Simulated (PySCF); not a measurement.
**Ionisation energy of Re²⁺ by level of theory**

Re²⁺ [Xe] 4f14 5d5 (6S) → Re³⁺ [Xe] 4f14 5d4 (5D), as a difference of total energies. Calculation: PySCF 2.14, in aug-cc-pVDZ-PP with ECP60MDF (5s5p4d2f, 54 functions); a scalar-relativistic core potential. Correlated levels: valence: 5s2 5p6 frozen. The calculations carry no spin-orbit coupling.

| method | ionisation energy (eV) |
| --- | --- |
| UHF | 27.288 |
| LDA | 28.610 |
| PBE | 28.422 |
| PBE0 | 28.353 |
| r2SCAN | 28.398 |
| wB97X | 27.857 |
| B97-3 | 28.083 |
| wB97X-V | 27.899 |
| revPBE | 28.357 |
| MP2 (valence) | 27.781 |
| SCS-MP2 (valence) | 27.453 |

How much does correlation contribute at MP2 (valence)?

27.781 − (27.288) = 0.493 eV, measured against UHF.

The reference lies between the lowest fine-structure levels, while these numbers refer to the centres of the terms.

Errors of the correlated levels include the incompleteness of this basis and the frozen core.

For comparison: 27 ± 1.6 eV (theoretical estimate listed by NIST; NIST Atomic Spectra Database, ionization energies).
